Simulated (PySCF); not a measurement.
An equivalent PySCF input for Cl (chlorine, neutral), [Ne] 3s2 3p5, 2P determinant, with no relativity, point nucleus:

```python
from pyscf import gto, scf, dft, mp, cc
import basis_set_exchange as bse
mol = gto.M(atom="Cl 0 0 0", charge=0, spin=1, symmetry="D2h",
            basis=gto.basis.parse(bse.get_basis("def2-SVP", elements=["Cl"], fmt="nwchem", header=False)))
mf = dft.UKS(mol, xc="M06L")
mf.irrep_nelec = {'Ag': (3, 3), 'B1u': (2, 2), 'B2u': (2, 2), 'B3u': (2, 1)}
mf.kernel()
```

It reaches the same state as the run whose output follows, with an energy that differs only through the grid. The run itself started from symmetry-adapted Hartree-Fock orbitals and held the occupation by maximum overlap, on a logarithmic radial grid, so the iterations belong to that start.

```
SCF conv_tol = 1e-09
number electrons alpha = 9  beta = 8
XC functionals = M06L
    Y. Zhao and D. G. Truhlar.,  J. Chem. Phys. 125, 194101 (2006)
    Y. Zhao and D. G. Truhlar.,  J. Chem. Phys. 125, 194101 (2006)
    Y. Zhao and D. G. Truhlar.,  Theor. Chem. Acc. 120, 215 (2008)
cycle= 1 E= -459.991249248513  delta_E= -0.00239  |g|= 0.0106  |ddm|= 0.0713
cycle= 2 E= -459.99129679842  delta_E= -4.75e-05  |g|= 0.00563  |ddm|= 0.0227
cycle= 3 E= -459.991311812848  delta_E= -1.5e-05  |g|= 0.000531  |ddm|= 0.00856
cycle= 4 E= -459.991311922255  delta_E= -1.09e-07  |g|= 3.31e-05  |ddm|= 0.000619
cycle= 5 E= -459.991311923  delta_E= -7.45e-10  |g|= 1.16e-06  |ddm|= 5.22e-05
converged SCF energy = -459.991311923  <S^2> = 0.75210669  2S+1 = 2.0021056
```
